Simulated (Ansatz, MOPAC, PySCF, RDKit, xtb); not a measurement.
Dimer: NH3 (SMILES N) (first 4 atoms) with C3H6 (SMILES C=CC); geometry from B3LYP-D3(BJ)/def2-TZVP, rigid monomers moved along the line of their centres of mass till H4···C6 is 2.37 Å.
(charge 0, multiplicity 1):
```xyz
13

N     -0.2111    -0.2086     0.5372
H     -0.7118    -0.8550    -0.0620
H      0.7385    -0.1483     0.1871
H     -0.1655    -0.6235     1.4625
C      0.1162    -1.0481     3.9774
C     -0.5286     0.0792     3.6995
C      0.1162     1.3939     3.4000
H      1.1995    -1.0852     4.0193
H     -0.4126    -1.9706     4.1806
H     -1.6151     0.0656     3.6694
H     -0.2323     2.1660     4.0915
H      1.2030     1.3316     3.4744
H     -0.1442     1.7230     2.3906
```

Counterpoise-corrected where a basis set is named; no monomer relaxation. Rows marked so take none.

Frozen-core correlation. Rows in STO-3G carry no dispersion term and start afresh at each structure. The state that AM1, PM6 reach isn't checked.

Codes used: Ansatz (a first-principles code); MOPAC for AM1, PM6 (differences of heats of formation); PySCF for STO-3G rows, the dispersion terms; RDKit for the force fields; xtb for the GFN methods. Each number belongs to the level named beside it.

```tsv
level	interaction energy (meV)
MMFF94	68.0
AM1	-11.0
PM6	-43.7
GFN2-xTB	-60.9
HF/STO-3G (no counterpoise)	29.7
PBE0/def2-TZVPPD	-27.8
PBE0-D4/def2-TZVPPD	-78.9
wB97M-V/def2-TZVPPD	___
MP2/aug-cc-pVDZ	___
```

Q: What belongs in the gaps?

A: 
- wB97M-V/def2-TZVPPD, interaction energy (meV): -68.2
- MP2/aug-cc-pVDZ, interaction energy (meV): -48.7
